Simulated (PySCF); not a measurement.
`Cl[C@@]1(C(F)F)[C@H](C(=O)O)C1`, C$_{5}$H$_{5}$ClF$_{2}$O$_{2}$

Cartesian coordinates in Å; atom numbers follow the order of the lines, from 1:
```xyz
15

O     1.422    1.210   -0.838
C     1.282    0.865    0.307
O     1.833    1.504    1.337
C     0.498   -0.319    0.753
C     0.315   -1.471   -0.204
C    -0.851   -0.604    0.121
Cl   -2.097   -1.240    1.192
C    -1.412    0.331   -0.926
F    -2.383   -0.281   -1.641
F    -1.985    1.415   -0.353
H     2.336    2.277    1.033
H     0.588   -0.526    1.811
H     0.335   -2.472    0.197
H     0.754   -1.363   -1.186
H    -0.639    0.681   -1.625
```

Method: TDDFT LC-wPBE/def2-SVPD circular dichroism and optical rotation, one conformer, gas phase (PySCF 2.14.0). Geometry: GFN2-xTB.

The molecule is flexible and this is one conformer; a measurement averages over conformers.

Task: Draw the ECD and absorption spectra from the lowest 12 states, each a Gaussian of half-width 0.35 eV at 1/e height.

Result: 
```csv
E (eV),λ (nm),Δε (L mol⁻¹ cm⁻¹),ε (L mol⁻¹ cm⁻¹)
5.39,230,-0.21,4.15
5.54,224,-0.59,11.7
5.69,218,-1.16,23
5.84,212,-1.58,31.3
5.99,207,-1.48,29.4
6.14,202,-0.97,19.3
6.29,197,-0.43,9.84
6.44,192,-0.12,10.3
6.59,188,+0.02,33.9
6.74,184,+0.14,103
6.89,180,+0.20,226
7.04,176,-0.14,368
7.19,172,-1.51,500
7.34,169,-4.09,686
7.49,165,-7.10,1160
7.64,162,-9.78,2440
7.79,159,-12.70,5060
7.94,156,-15.30,8390
8.09,153,-13.58,10300
8.24,150,-5.12,9420
8.39,148,+4.63,7510
8.54,145,+6.34,7600
8.69,143,-2.08,10700
8.84,140,-11.96,14500
8.99,138,-14.67,15500
9.14,136,-12.23,13500
9.29,133,-10.56,10400
```
Δε uses R in velocity form, ε uses f in length form. Only the states computed contribute, so the short-wavelength end is incomplete.
